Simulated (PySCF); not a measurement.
SCF from a fresh guess for singlet ZrI₂, at the PBE0 minimum. PySCF input:

```python
from pyscf import gto, scf, dft
mol = gto.M(atom='''
Zr    -0.625610    -0.000000    -0.000000
I      0.221610     2.520770     0.000000
I      0.221610    -2.520770    -0.000000''',
    basis={'Zr': 'def2-TZVP', 'I': 'def2-TZVP'},
    ecp={'Zr': 'def2-TZVP', 'I': 'def2-TZVP'},
    charge=0, spin=0)
mf = dft.RKS(mol, xc='PBE0')
mf.grids.atom_grid = (50, 194)
aux = {'Zr': 'def2-universal-JKFIT', 'I': 'def2-universal-JKFIT'}
mf = mf.density_fit(auxbasis=aux)
mf.conv_tol = 1e-08
mf.diis_space = 10
mf.max_cycle = 60
mf.init_guess = 'huckel'
mf.verbose = 4
mf.kernel()
```

Excerpt of the output (cycles and frontier levels):

```
init E= -642.128977070601
  HOMO = -0.318388912016041  LUMO = -0.305743809642416  gap/eV = 0.34409
cycle= 1 E= -632.561681237384  delta_E= 9.57  |g|= 5.48  |ddm|= 4.89
cycle= 2 E= -595.255207639821  delta_E= 37.3  |g|=  7.1  |ddm|= 16.4
  HOMO = -0.358497170755164  LUMO = -0.344408726188264  gap/eV = 0.38337
cycle= 3 E= -636.379727644774  delta_E= -41.1  |g|= 5.04  |ddm|=   16
  HOMO = -0.332420808574684  LUMO = -0.330311823289381  gap/eV = 0.05739
cycle= 4 E= -625.068938113719  delta_E= 11.3  |g|= 6.95  |ddm|= 5.19
  HOMO = -0.332290264064094  LUMO = -0.328256895808628  gap/eV = 0.10975
cycle= 5 E= -625.326258927595  delta_E= -0.257  |g|=  6.9  |ddm|= 0.138
  HOMO = -0.332467351055836  LUMO = -0.328558192975261  gap/eV = 0.10637
cycle= 6 E= -625.317895691043  delta_E= 0.00836  |g|= 6.91  |ddm|= 0.0121
  HOMO = -0.340509136861551  LUMO = -0.335227357605809  gap/eV = 0.14372
cycle= 7 E= -625.116218702059  delta_E= 0.202  |g|= 6.96  |ddm|= 0.417
... 83 lines left out ...
cycle= 51 E= -642.529231562512  delta_E= -9.37e-07  |g|= 0.00026  |ddm|= 0.0074
  HOMO = -0.201601150280254  LUMO = -0.124261760881608  gap/eV = 2.10451
cycle= 52 E= -642.529231653563  delta_E= -9.11e-08  |g|= 6.88e-05  |ddm|= 0.00171
  HOMO = -0.201598217365205  LUMO = -0.124257294638639  gap/eV = 2.10455
cycle= 53 E= -642.529231678695  delta_E= -2.51e-08  |g|= 4.25e-05  |ddm|= 0.000861
  HOMO = -0.201601212370712  LUMO = -0.124258841339885  gap/eV = 2.10459
cycle= 54 E= -642.52923168426  delta_E= -5.57e-09  |g|= 3.06e-05  |ddm|= 0.000281
  HOMO = -0.201597178114592  LUMO = -0.124256704001585  gap/eV = 2.10454
Extra cycle  E= -642.52923168811  delta_E= -3.85e-09  |g|= 2.92e-05  |ddm|= 0.000239
converged SCF energy = -642.52923168811
```

No lower solution of this spin was found by a stability analysis within the restricted form, which does not test spin polarisation.

At the minimum of this search the closed-shell solution is unstable towards spin polarisation, so a lower open-shell solution exists.

The search for the lowest solution, with the stability check, took 5.5 s on 4 threads of a shared AMD EPYC 9R45 96-Core (Zen 5) host, with 140 basis functions; the process peaked at 0.42 GiB. Launch command: `OMP_NUM_THREADS=4 python axn.py task.json out`.
